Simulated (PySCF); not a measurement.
Species: C7H12 (charge +1 and doublet state).
Cartesian coordinates in Å at the GFN2-xTB level; atoms count from 1:
```xyz
19
C7H12 angstrom
C     -3.4279    0.6462    0.4146
C     -2.7978   -0.6981    0.1041
C     -1.3796   -0.6953    0.0042
C     -0.1636   -0.6933   -0.0848
C      1.2558   -0.7161   -0.1834
C      1.9783    0.5244    0.3189
C      3.4849    0.4238    0.1992
H     -3.0276    1.0670    1.3362
H     -3.2242    1.3633   -0.3808
H     -4.5037    0.5385    0.5178
H     -3.2116   -1.1175   -0.8266
H     -3.0814   -1.4383    0.8707
H      1.5115   -0.8869   -1.2421
H      1.6242   -1.6207    0.3243
H      1.7072    0.6895    1.3693
H      1.6234    1.4122   -0.2165
H      3.8024    0.3751   -0.8424
H      3.9530    1.2996    0.6403
H      3.8669   -0.4640    0.7000
```

The hyperfine couplings belong to this conformer and change with its torsions.

As a line formula: `CC[C+]=[C]CCC` [radical] (charge +1).

Method used: UKS B3LYP, pcH-1 on C H, non-relativistic, mean-field spin-orbit, GIAO in PySCF 2.14.0. Geometry: GFN2-xTB, one conformer, isolated ion. A GFN2-xTB geometry isn't a minimum of the functional, and hyperfine couplings can be far from their values at a DFT geometry, by a factor of two or more for some ions and for spin on atoms past the first row. The SCF solution wasn't tested for stability.

(1) Where do the isotropic ENDOR lines of H11/H12, H13/H14, H15/H16, H8/H9/H10 and H17/H18/H19 fall at 336.1 mT, to first order?

(2) Which pairs are centred on the nuclear Larmor frequency, and which on half the coupling?

(3) At what field would the lower line of H13/H14 fall to zero frequency?

Answers

(1) For S = 1/2 in fast tumbling each set of equivalent nuclei gives two lines, ν± = |νn ± a/2| to first order, with νn = g_N μN B/h and μN/h = 7.62259 MHz/T.

```json
{"nuclei": "H11/H12", "isotope": "1H", "g_N": "5.5857", "νn (MHz)": "14.31", "a_iso (MHz)": "149.65", "lower line (MHz)": "60.51", "upper line (MHz)": "89.13"}
{"nuclei": "H13/H14", "isotope": "1H", "g_N": "5.5857", "νn (MHz)": "14.31", "a_iso (MHz)": "146.23", "lower line (MHz)": "58.80", "upper line (MHz)": "87.42"}
{"nuclei": "H15/H16", "isotope": "1H", "g_N": "5.5857", "νn (MHz)": "14.31", "a_iso (MHz)": "14.26", "lower line (MHz)": "7.18", "upper line (MHz)": "21.44"}
{"nuclei": "H8/H9/H10", "isotope": "1H", "g_N": "5.5857", "νn (MHz)": "14.31", "a_iso (MHz)": "8.76", "lower line (MHz)": "9.93", "upper line (MHz)": "18.69"}
{"nuclei": "H17/H18/H19", "isotope": "1H", "g_N": "5.5857", "νn (MHz)": "14.31", "a_iso (MHz)": "0.67", "lower line (MHz)": "13.97", "upper line (MHz)": "14.65"}
```

(2) Centred on νn, since |a| < 2νn: H15/H16, H8/H9/H10 and H17/H18/H19. Centred on |a|/2 and split by 2νn: H11/H12 and H13/H14.

(3) Where νn = |a|/2, that is B = 73.11 MHz/(5.5857 × 7.62259 MHz/T) = 1720 mT, as far as first order holds there.

Class means assume fast exchange of nuclei equivalent by connectivity; if that motion is slow, each nucleus keeps its own coupling. The three 1H nuclei of mean +8.8 MHz run from -1.7 to 15.3 MHz in the frozen geometry. The 1H value of +146.2 MHz is a mean of couplings from 105.3 to 187.1 MHz in this one geometry, not an average over conformers. The 1H value of +14.3 MHz is a mean of couplings from 9.1 to 19.4 MHz in this one geometry, not an average over conformers.
